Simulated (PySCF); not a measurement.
**C2H8O3Si2: core ionisation energies**

Compound: C2H8O3Si2.
Numbering: `[SiH3:1][O:2][SiH:3]1[O:4][CH2:5][CH2:6][O:7]1`

Structure used (PBE0-D3(BJ)/def2-SVP), in Å, numbered top down from 1:
```
atom  x, y, z in Å
Si1    2.5057   -0.2078   -0.5477
O2     1.3087    0.2832   -1.5950
Si3   -0.2997    0.5322   -1.7640
O4    -1.2505   -0.7544   -1.2847
C5    -1.8552   -0.4539   -0.0405
C6    -1.9802    1.0736    0.0446
O7    -0.8699    1.6244   -0.6372
H8     2.2729   -1.6243   -0.1381
H9     2.5172    0.6596    0.6669
H10    3.8108   -0.0977   -1.2557
H11   -0.5329    0.8982   -3.1719
H12   -2.8370   -0.9484    0.0236
H13   -1.2274   -0.8397    0.7849
H14   -2.9183    1.4148   -0.4315
H15   -1.9854    1.4232    1.0891
```

The calculation used PySCF 2.14.0, delta-SCF UKS SCAN, pcX-2 on the ionised atom, pcseg-1 elsewhere, spin-free X2C. Each binding energy is the total energy of the core-ionised species, with the hole localised on one atom, minus that of the ground state; both are solved self-consistently, so orbital relaxation is included.

Q: List the computed XPS lines with their assignment.

A: 
```
atom(s)     bonded to     level  binding energy (eV)  2p1/2 (eV)  above the level's lowest (eV)  count
    Si3     3 O and H     Si 1s              1848.34           –                          +0.73      1
    Si1     O and 3 H     Si 1s              1847.61           –                           0.00      1
  O4/O7      C and Si      O 1s               538.18           –                          +0.08      2
     O2          2 Si      O 1s               538.10           –                           0.00      1
  C5/C6  O, C and 2 H      C 1s               292.53           –                           0.00      2
    Si3     3 O and H  Si 2p3/2               108.15      108.78                          +0.45      1
    Si1     O and 3 H  Si 2p3/2               107.70      108.32                           0.00      1
```

The 2 O 1s values lie within 0.08 eV of each other; Gaussian lines of 0.5 eV full width would blend them into one maximum.

Lowest listed Si 1s: Si1, bonded to O and 3 H. Highest, 0.73 eV above it: Si3, bonded to 3 O and H.

The listed Si 2p3/2 values span 0.45 eV, from Si1 (bonded to O and 3 H) to Si3 (bonded to 3 O and H). Summing the Pauling electronegativity differences to the bonded atoms, each weighted by its formal bond order, gives +2.44 for the lowest site and +4.92 for the highest.

Q: Which effective nuclear charge Zeff reproduces each element's mean 1s value in the hydrogen-like formula E = 13.606 eV × Zeff²?

A: C (Z = 6): mean 292.5 eV, Zeff = 4.64, Z − Zeff = 1.36; O (Z = 8): mean 538.2 eV, Zeff = 6.29, Z − Zeff = 1.71; Si (Z = 14): mean 1848.0 eV, Zeff = 11.65, Z − Zeff = 2.35. Means run over the listed sites, weighted by atom count.

Q: Give the binding energy of O 1s of O4/O7 in hartree and in kJ/mol.

A: 538.18 eV = 19.7778 Eh = 51926 kJ/mol.

One atom of each set of topologically equivalent atoms was ionised and stands for the set; in this conformer not all members are related by symmetry, and their own values weren't computed. Spin–orbit and ligand-field terms were added within each 2p shell after the spin-free SCF. 2p1/2 minus 2p3/2 (ligand field included): Si 0.63 eV. Isolated species at its PBE0-D3(BJ)/def2-SVP geometry (one conformer only).
